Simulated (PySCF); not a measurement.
**Molecular orbitals of SnBr⁺**

PBE at R = 2.408 Å; Sn def2-TZVPPD with ECP28, Br def2-TZVPPD; scalar-relativistic core potentials (PySCF 2.14). State: ¹Σ⁺ (singlet), closed shell. Only the outer orbitals are listed, counted within each symmetry, core potentials removing the inner ones.

| orbital | occ. | ε (eV) | on Sn (%) | main shells (%) |
| --- | --- | --- | --- | --- |
| 10σ | 2 | -25.02 | 5 | 94 Br s |
| 11σ | 2 | -17.90 | 76 | 76 Sn s, 17 Br p |
| 12σ | 2 | -13.52 | 44 | 55 Br p, 25 Sn p, 18 Sn s |
| 6π | 2 | -13.29 | 11 | 88 Br p, 10 Sn p |
| 6π | 2 | -13.29 | 11 | 88 Br p, 10 Sn p |
| 7π | 0 | -9.61 | 90 | 89 Sn p, 9 Br p |
| 7π | 0 | -9.61 | 90 | 89 Sn p, 9 Br p |
| 13σ | 0 | -6.85 | 82 | 72 Sn p, 18 Br p |

Which are the highest filled and the lowest empty level, where do they sit, and how wide is the gap?

Highest filled 6π at -13.29 eV (in %: 88 Br p, 10 Sn p); lowest empty 7π at -9.61 eV (in %: 89 Sn p, 9 Br p); the gap at PBE is 3.68 eV.

| Item | Value |
| --- | --- |
| bond order (Mayer) | 1.49 |
| ⟨S²⟩ | 0.000 |
| charge on Sn (Mulliken, basis-dependent) | 1.06 |
| charge on Sn (Löwdin, basis-dependent) | 0.89 |
| dipole moment (positive dipole points towards Br; it is taken about the centre of mass and depends on that origin) | -3.47 D |
| polarisability along the bond | 74.0 bohr³ |
| polarisability across the bond | 37.9 bohr³ |

Spin–orbit coupling is left out.
